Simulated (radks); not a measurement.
Task: The mean radii <r> (bohr) of the occupied orbitals of an atom or ion are listed with their occupations. Calculated with a radial shooting solver on a logarithmic mesh with Libxc functionals: scalar-relativistic Kohn-Sham, PBE, spin-polarised, spherical densities, finite nucleus; Fermi nuclear charge, rms radius of each element as measured or else 0.836 A^(1/3) + 0.57 fm.

| orbital | occ. | <r> |
|---|---|---|
| 1s up | 1 | 0.07944 |
| 2s up | 1 | 0.3668 |
| 2s down | 1 | 0.3690 |
| 2p up | 3 | 0.3228 |
| 2p down | 3 | 0.3248 |
| 3s up | 1 | 0.9869 |

Name the element and its charge. Open shells, if any, are filled with parallel spins first.

Result: Z = 19, potassium, charge +9: K9+ in 1s1 2s2 2p6 3s1. The 1s radius gives Z: for a bare nucleus <r> = (2 gamma + 1)/(2Z) with gamma = sqrt(1 - (Z/c)^2), 0.07844 bohr for Z = 19, and screening makes it slightly larger (0.07944 here). The occupations add up to 10, and the charge is Z minus that.
